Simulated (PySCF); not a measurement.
# Reading the logs of faulty runs: B2H2NO cation

Calculated results; nothing here was measured. They come from PySCF 2.14.0, an open-source quantum chemistry program, on an isolated molecule that a program drew, which may never have been made. The molecule is B2H2NO cation (charge +1, singlet), drawn as the SMILES string `[BH+]NB=O`.

Each row is a Hartree-Fock (HF) and frozen-core CCSD(T) single point in the cc-pVDZ basis, meant for a local HF minimum. Run 1 is clean. Each other run has one planted mistake out of seven kinds, and not every kind appears here: one electron removed, one electron added, multiplicity raised by two, geometry at a saddle point, minimal basis STO-3G, one bond length entered in bohr, all coordinates scaled. The reference is restricted for singlets and unrestricted otherwise, and also for a bond in bohr. Adding or removing an electron swaps singlet and doublet. Electrons count all cores. HOMO and LUMO are orbital energies over both spins, the gradient is its largest component, and the lowest frequency (negative if imaginary) is given only where the gradient is small. Bond lengths are over the 5 bonds as drawn. T1 is the CCSD diagnostic: over 0.02 (restricted) or 0.045 (unrestricted) a single reference is doubtful.

Geometry of the clean run:
```xyz
6
B2H2NO cation, angstrom
B    -1.0427    2.3550    0.2119
N    -0.7506    1.5931    1.2529
B     0.3989    0.7303    1.3995
O     1.3420    0.0377    1.4906
H    -1.3079    3.0319   -0.7062
H    -1.3929    1.6035    2.0440
```

| run | electrons | basis functions | <S^2> | HOMO (eV) | LUMO (eV) | gradient (hartree/bohr) | lowest frequency (cm^-1) | mean bond (Å) | longest bond (Å) | T1 | HF (hartree) | CCSD(T) (hartree) | mistake |
|---|---|---|---|---|---|---|---|---|---|---|---|---|---|
| 1 | 26 | 66 | 0.000 | -18.83 | -5.40 | 2.2e-05 | 186 | 1.2263 | 1.445 | 0.0203 | -179.63992 | -180.15152 | no fault |
| 2 | 27 | 66 | 0.767 | -7.34 | 2.93 | 6.9e-02 | - | 1.2263 | 1.445 | 0.0187 | -179.87256 | -180.39205 | one electron added |
| 3 | 25 | 66 | 0.757 | -27.82 | -14.59 | 1.9e-01 | - | 1.2263 | 1.445 | 0.0266 | -179.04211 | -179.48702 | one electron removed |
| 4 | 26 | 66 | 0.525 | -18.20 | -8.45 | 3.7e-02 | - | 1.4076 | 1.926 | 0.0649 | -179.48930 | -180.01314 | ? |

**Which mistake was planted in run 4, and what did it cost?**

The mean bond changes by a factor of 1.148 and the longest by 1.333, so the molecule wasn't scaled as a whole. A length L in bohr read as angstrom grows by (1/0.5292 - 1) L = 0.890 L. The 5 bonds together grew by 5 x 0.1813 = 0.907 Å, which gives L = 1.019 Å. That is bond N2-H6, 1.019 Å in the clean geometry. So the mistake is: one bond length entered in bohr. Subtracting run 1 and multiplying by 627.51 kcal/mol a hartree, the energy moved by 94.5 kcal/mol in HF and 86.8 kcal/mol in CCSD(T).

Cautions from the logs. Run 1: T1 is over the limit, so its CCSD(T) energy is less reliable; run 4: T1 is over the limit, so its CCSD(T) energy is less reliable.
